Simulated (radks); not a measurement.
Valence configurations of the aluminium ion Al2+ (all share [Ne]). Method: scalar-relativistic Kohn-Sham, r2SCAN, spin-unpolarised, spherical densities, finite nucleus; meta-GGA in the generalised Kohn-Sham scheme; Fermi nuclear charge, rms radius 3.061 fm; computed with a radial shooting solver on a logarithmic mesh with Libxc functionals. Energies are relative to 3s1; eigenvalues in eV.

| valence | E (eV) | e(3p) | e(3s) |
|---|---|---|---|
| 3s1 | 0.000 | - | -23.607 |
| 3s0.5 3p0.5 | 3.389 | -17.157 | -23.807 |
| 3p1 | 6.669 | -17.413 | - |

NIST lists [Ne] 3s1 as the ground configuration; this level of theory agrees among the configurations tried. The energies are those of spherical spin-averaged densities, not of single terms.
